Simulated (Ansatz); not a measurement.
`C=C[SiH](Cl)C=C` at its PBE0-D4/def2-TZVP geometry, where that method's forces vanish. Charge 0, multiplicity 1.

```csv
atom,x (Å),y (Å),z (Å)
C1,-0.455,-0.373,-2.255
C2,0.036,0.395,-1.287
Si3,1.022,-0.307,0.112
Cl4,2.882,0.592,0.176
C5,0.204,-0.017,1.749
C6,-1.049,0.417,1.856
H7,-0.289,-1.447,-2.271
H8,-1.040,0.031,-3.077
H9,-0.151,1.467,-1.323
H10,1.256,-1.752,-0.139
H11,0.768,-0.214,2.658
H12,-1.657,0.631,0.981
H13,-1.526,0.576,2.819
```

**Question.** For each bond, give half the difference of the two atoms' forces along it (eV/Å; positive pushes the atoms apart) under PBE-D4, r2SCAN-D4, B3LYP-D4, ωB97M-V in def2-TZVPP. (Best estimate.)

**Answer.** Computed: 
| bond | length (Å) | PBE-D4 | r2SCAN-D4 | B3LYP-D4 | ωB97M-V |
| --- | --- | --- | --- | --- | --- |
| C1–C2 | 1.330 | 0.35 | 0.20 | 0.11 | 0.03 |
| C1–H7 | 1.087 | 0.03 | -0.05 | -0.07 | -0.05 |
| C1–H8 | 1.086 | 0.02 | -0.07 | -0.09 | -0.06 |
| C2–Si3 | 1.850 | -0.11 | -0.06 | 0.02 | 0.03 |
| C2–H9 | 1.089 | 0.06 | -0.02 | -0.08 | -0.06 |
| Si3–Cl4 | 2.067 | 0.16 | 0.06 | 0.19 | 0.08 |
| Si3–C5 | 1.853 | -0.13 | -0.06 | 0.01 | 0.05 |
| Si3–H10 | 1.485 | 0.08 | -0.02 | -0.14 | -0.18 |
| C5–C6 | 1.330 | 0.36 | 0.20 | 0.12 | 0.03 |
| C5–H11 | 1.089 | 0.05 | -0.03 | -0.08 | -0.07 |
| C6–H12 | 1.087 | 0.03 | -0.05 | -0.08 | -0.05 |
| C6–H13 | 1.086 | 0.02 | -0.07 | -0.09 | -0.06 |

B3LYP here is the variant with VWN-RPA as its local correlation; programs differ in this.
